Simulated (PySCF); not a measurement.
From one molecule to another.

First species: C₃H₈F₃NSi.
Numbering: `[CH3:1][N:2]([SiH3:3])[CH2:4][C:5]([F:6])([F:7])[F:8]` (hydrogens: H9, H10, H11 on C1; H12, H13, H14 on Si3; H15, H16 on C4)

Structure used (PBE0-D3(BJ)/def2-SVP), in Å, numbered top down from 1:
```xyz
16
C3H8F3NSi angstrom
C      0.6068    1.6047   -0.1279
N      0.5519    0.1592   -0.1957
Si     1.5618   -0.8061    0.8506
C     -0.5550   -0.4098   -0.9025
C     -1.8406   -0.4875   -0.1000
F     -2.2759    0.7209    0.2714
F     -2.8132   -1.0661   -0.8107
F     -1.6673   -1.2076    1.0141
H     -0.1295    2.0484    0.5659
H      0.4307    2.0427   -1.1264
H      1.6093    1.9257    0.1958
H      1.1588   -0.8148    2.2932
H      1.5081   -2.2036    0.3294
H      2.9511   -0.2581    0.7813
H     -0.7783    0.1682   -1.8171
H     -0.3303   -1.4422   -1.2167
```

Second species: CH6BBrSi.
InChI=1S/CH6BBrSi/c3-2-1-4/h2H,1H2,4H3

Levels: CAM-B3LYP/def2-SVPD for dipole moment, HOMO energy, LUMO energy, HOMO–LUMO gap, static isotropic polarisability and electronic spatial extent ⟨r²⟩ about the centre of nuclear charge; TDDFT CAM-B3LYP/def2-SVPD for lowest singlet excitation; TDA CAM-B3LYP/def2-SVPD for lowest triplet excitation (Tamm–Dancoff); ΔSCF CAM-B3LYP/def2-SVPD for vertical ionisation energy; PBE0-D3(BJ)/def2-SVP for rotational constant A and rotational constant C. Geometries: PBE0-D3(BJ)/def2-SVP. Each species is one conformer at its optimised geometry, gas phase, non-relativistic unless stated. Electronic properties by PySCF.

The conformers computed, where there is a choice (atom-mapped SMILES and torsion angles):
- `[CH3:1][N:2]([SiH3:3])[CH2:4][C:5]([F:6])([F:7])[F:8]`: C1–N2–C4–C5 -81°, N2–C4–C5–F6 62°
- `[SiH3:1][CH2:2][BH:3][Br:4]`: Si1–C2–B3–Br4 -91°

Values for the first species:

* Dipole moment: 2.07 D
* HOMO energy: -8.31 eV
* LUMO energy: 1.00 eV
* HOMO–LUMO gap: 9.31 eV
* Lowest singlet excitation: 6.16 eV
* Lowest triplet excitation (Tamm–Dancoff): 5.94 eV
* Static isotropic polarisability: 74.4 au
* Vertical ionisation energy: 8.97 eV
* Electronic spatial extent ⟨r²⟩ about the centre of nuclear charge: 1239 bohr²
* Rotational constant A: 2.755 GHz
* Rotational constant C: 0.969 GHz

(1) Estimate the same properties for the second species, and the change in each.

Results:

(1) 
```csv
property,first,second,second less first
dipole moment,2.07 D,1.60 D,-0.47 D
HOMO energy,-8.31 eV,-9.38 eV,-1.07 eV
LUMO energy,1.00 eV,-0.45 eV,-1.45 eV
HOMO–LUMO gap,9.31 eV,8.93 eV,-0.38 eV
lowest singlet excitation,6.16 eV,5.11 eV,-1.05 eV
lowest triplet excitation (Tamm–Dancoff),5.94 eV,4.83 eV,-1.11 eV
static isotropic polarisability,74.4 au,76.4 au,+2.0 au
vertical ionisation energy,8.97 eV,10.40 eV,+1.43 eV
electronic spatial extent ⟨r²⟩ about the centre of nuclear charge,1239 bohr²,949 bohr²,-290 bohr²
rotational constant A,2.755 GHz,10.361 GHz,+7.606 GHz
rotational constant C,0.969 GHz,1.174 GHz,+0.205 GHz
```

On the first: The principal polarisabilities are 66.8, 75.5 and 81.0 au; their mean is the isotropic value. No computed singlet falls in the visible range (750 to 380 nm, 1.65 to 3.26 eV); S1 lies 2.90 eV above its blue end.

On the second: The dipole matches unit charges of opposite sign 0.33 Å apart (1 e·Å = 4.8032 D). No computed singlet falls in the visible range (750 to 380 nm, 1.65 to 3.26 eV); S1 lies 1.85 eV above its blue end. Relativistic effects, spin–orbit coupling among them, are left out although an element past zinc is present.
